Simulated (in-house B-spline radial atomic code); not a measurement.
## Ionising Mn²⁺ with different functionals

Computed with an all-electron radial atomic-structure program (B-spline basis): scalar-relativistic (spin-free X2C) Hamiltonian, Fermi nucleus of rms radius 3.7057 fm, spin-polarised at highest spin, spherical fractional occupations for the functionals, the average over the highest-spin determinants for Hartree-Fock. The ionisation energy is the difference of two self-consistent energies, [Ar] 3d5 → [Ar] 3d4, without Breit or QED terms; ε is the level of the shell that loses the electron (its least bound occupied spin orbital).

Hybrids are left out here: with spherical fractional occupations of an open shell their exact exchange keeps a self-interaction that integer-occupation calculations don't have.

```
           method          rung  ΔSCF (eV)  -ε(3d) (eV)
     Hartree-Fock  Hartree-Fock      32.52        34.82
         LDA VWN5           LDA      34.34        26.08
         LDA PW92           LDA      34.33        26.07
LDA exchange-only           LDA      33.06        24.92
              PBE           GGA      34.14        25.88
           PBEsol           GGA      34.12        25.86
             BLYP           GGA      33.96        25.68
             RPBE           GGA      34.06        25.79
             PW91           GGA      34.23        25.97
             BP86           GGA      34.15        25.89
             AM05           GGA      34.11        25.84
             OLYP           GGA      34.26        25.89
             TPSS      meta-GGA      34.02        25.76
             SCAN      meta-GGA      34.43        26.17
           r2SCAN      meta-GGA      34.47        26.19
          revTPSS      meta-GGA      33.94        25.68
```

How do they compare with the NIST value?

NIST lists 33.67 eV ± 0.012 (measured, ground level to ground level). Errors run from -1.15 to +0.80 eV; revTPSS is closest (+0.28 eV), but part of that can be cancellation, since the calculations leave out spin-orbit coupling, Breit-QED terms, multiplet and fine-structure energies. Hartree-Fock also lacks correlation.
